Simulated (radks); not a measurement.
Coulomb parameter of the 5d shell of the tantalum ion Ta3+ in the model configuration [Xe] 4f14 5d1 6s1, as a second difference U = [E(n + 0.5) + E(n - 0.5) - 2 E(n)] / (0.5)^2 with all orbitals relaxed. "Bare": the charge of the atom changes with n. "Screened": the 6s shell takes up the change at fixed total charge, which measures U(5d,5d) + U(6s,6s) - 2 U(5d,6s). All-electron calculation, Dirac Kohn-Sham, BLYP, spin-unpolarised, spherical densities, finite nucleus; open shells are shared between the two j in proportion to 2j + 1; Fermi nuclear charge, rms radius 5.3507 fm. Program: a radial shooting solver on a logarithmic mesh with Libxc functionals.

case                   configuration  E - E(n) (eV)
start              [Xe] 4f14 5d1 6s1          0.000
bare +0.5        [Xe] 4f14 5d1.5 6s1        -14.225
bare -0.5        [Xe] 4f14 5d0.5 6s1         17.165
screened +0.5  [Xe] 4f14 5d1.5 6s0.5         -1.208
screened -0.5  [Xe] 4f14 5d0.5 6s1.5          1.454

U(bare) = 11.761 eV, U(screened by 6s) = 0.984 eV.
